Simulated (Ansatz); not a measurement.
```yaml
crystal:
  periodic: [false, false, false]
  atoms:
    - {symbol: C, position_ang: [2.516124, 1.089874, -1.094729]}
    - {symbol: C, position_ang: [1.244249, 0.514470, -0.549306]}
    - {symbol: C, position_ang: [0.422767, 1.313454, 0.252014]}
    - {symbol: C, position_ang: [-0.785971, 0.904719, 0.824037]}
    - {symbol: C, position_ang: [-1.562061, 1.873789, 1.663576]}
    - {symbol: O, position_ang: [-1.308458, -0.243327, 0.698098]}
    - {symbol: Zn, position_ang: [-0.554868, -1.728525, -0.328969]}
    - {symbol: C, position_ang: [-1.142330, -3.550387, -0.679200]}
    - {symbol: O, position_ang: [1.011506, -0.689168, -0.871733]}
    - {symbol: H, position_ang: [2.674058, 2.123180, -0.790119]}
    - {symbol: H, position_ang: [3.356463, 0.477830, -0.758632]}
    - {symbol: H, position_ang: [2.494526, 1.030400, -2.185508]}
    - {symbol: H, position_ang: [0.747933, 2.326043, 0.444959]}
    - {symbol: H, position_ang: [-1.075400, 2.844614, 1.742502]}
    - {symbol: H, position_ang: [-1.696971, 1.450981, 2.662034]}
    - {symbol: H, position_ang: [-2.558479, 1.999090, 1.233058]}
    - {symbol: H, position_ang: [-1.682767, -3.601715, -1.627550]}
    - {symbol: H, position_ang: [-1.810117, -3.905181, 0.108204]}
    - {symbol: H, position_ang: [-0.290213, -4.230143, -0.742734]}
basis:
  gaussian: {orbitals: STO-3G, final_grid: {core_spheres: 20, valence_spheres: 16, degree: 47}}
magnetization: {spin_polarized: false, initial_magnetization: 2}
hamiltonian: {xc: {name: B97}}
scf: {lower_state_search: full}
```

```sh
$ ansatz run in.yaml --threads 4 --pin off --events-out ev --progress --plain --max-ram 46080MiB --backend cpu
```

It prints (some lines left out):

```
Functional definition: B97
876 factors; integrals over basis functions are off by at most 5.7e-4 eV
mean field evaluation 1: about -57230.2247 eV, gradient 2.8e2 eV
mean field evaluation 2: about -57230.3051 eV, gradient 2.8e2 eV
mean field evaluation 4: about -56793.5424 eV, gradient 4.1e2 eV
mean field evaluation 8: about -58003.3405 eV, gradient 3.1e2 eV
mean field evaluation 16: about -58196.1781 eV, gradient 2.6e0 eV
mean field evaluation 32: about -58196.0893 eV, gradient 1.0e-3 eV
mean field evaluation 224: about -58196.0894 eV, gradient 1.7e-4 eV
mean field -58196.08941619 eV, -2138.6668393189 hartree, gradient 2.5e-6 eV, S^2 2.000000; 18 other end points of the search recorded, 0 dependent functions left out
reference -58196.08943951 eV, -2138.6668401760 hartree; 47, 45 occupied and 21, 23 virtual orbitals, 876 factors
Total energy: -58196.08943951 eV, -2138.6668401760 hartree
```

Run time 100 s (4 threads of an AMD EPYC 7R13 on a shared host); peak host memory 1.1 GiB.
